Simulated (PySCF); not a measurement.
**How the method changes the constants of RbNa**

State: ¹Σ⁺ (singlet), closed shell. Set-up: Rb def2-SVPD with ECP28, Na def2-SVPD; scalar-relativistic core potentials (PySCF 2.14). De refers to Rb + Na in their ground configurations, without counterpoise correction. A positive dipole means Rb(−)Na(+).

| Level | Re (Å) | ωe (cm⁻¹) | De (eV) | μ (D) |
| --- | --- | --- | --- | --- |
| RHF-MP2 | 3.709 | 105 | 0.346 | n/a |
| RHF-SCS-MP2 | 3.731 | 104 | 0.420 | n/a |
| RHF-CCSD | 3.731 | 102 | 0.52 | n/a |
| RHF-CCSD(T) | 3.734 | 100 | 0.55 | n/a |
| LDA | 3.578 | 108 | 0.76 | -2.37 |
| PBE | 3.703 | 102 | 0.67 | -2.87 |
| PW91 | 3.699 | 102 | 0.70 | -2.95 |
| BP86 | 3.696 | 101 | 0.60 | -2.72 |
| r²SCAN | 3.774 | 102 | 0.488 | -3.52 |
| PBE0 | 3.717 | 104 | 0.58 | -3.35 |
| ωB97X | 3.667 | 112 | n/a | -3.67 |

The bond length runs from 3.578 Å (LDA) to 3.774 Å (r²SCAN). De spans 0.35 eV (RHF-MP2, perturbation theory) to 0.76 eV (LDA, local density).

Correlated steps freeze 1 core orbital. Closed-shell solutions of metal pairs were not tested for spin polarisation, which can lower them a little. Correlated levels converge slowly with the basis: in double zeta they bind strong bonds too weakly, by up to about 1 eV, and carry superposition errors of some tenths. Where the molecule has an RHF reference, its open-shell atoms are computed with UHF.

The whole job (state search and all levels along the bond) took about 1.2 min on 1 thread of Arm Neoverse V2 (shared host), peak memory 0.54 GiB.
